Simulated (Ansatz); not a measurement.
`[NH2][GeH]([OH])[F]` and `[OH][GeH]([F])[F]` differ in one atom or group.

Ansatz, PBE0-D4/def2-TZVP geometries, multiplicity 1. Each molecule was computed in one conformer, which needn't be the lowest.

Scalar relativity is left out up to krypton.

```csv
property,`[NH2][GeH]([OH])[F]`
LUMO energy (ωB97M-V/def2-TZVPP) / eV,2.06
HOMO energy (PBE/def2-TZVPP) / eV,-6.60
HOMO–LUMO gap (PBE0/def2-TZVPP) / eV,8.60
size of the dipole moment (ωB97M-V/def2-TZVPP) / D,0.91
HOMO–LUMO gap (B3LYP/def2-TZVPP) / eV,7.93
HOMO energy (ωB97M-V/def2-TZVPP) / eV,-10.56
```

(1) What does the change do to each property? (An estimate is asked.)

## Answers

(1) The calculation gave: 
```csv
property,`[OH][GeH]([F])[F]`,shift
LUMO energy (ωB97M-V/def2-TZVPP) / eV,1.68,-0.38
HOMO energy (PBE/def2-TZVPP) / eV,-8.22,-1.62
HOMO–LUMO gap (PBE0/def2-TZVPP) / eV,9.91,1.31
size of the dipole moment (ωB97M-V/def2-TZVPP) / D,1.21,0.30
HOMO–LUMO gap (B3LYP/def2-TZVPP) / eV,9.20,1.27
HOMO energy (ωB97M-V/def2-TZVPP) / eV,-12.56,-2.00
```

With PBE0 the HOMO falls by 1.92 eV and the LUMO falls by 0.61 eV, so the gap widens by about 1.31 eV. PBE moves the HOMO by -1.62 eV and ωB97M-V by -2.00 eV. The zero-point energy changes by -61.7 kJ/mol with -6 modes. Dipoles are sizes alone; their direction can turn.

B3LYP here is the variant with VWN-RPA as its local correlation; programs differ in this.
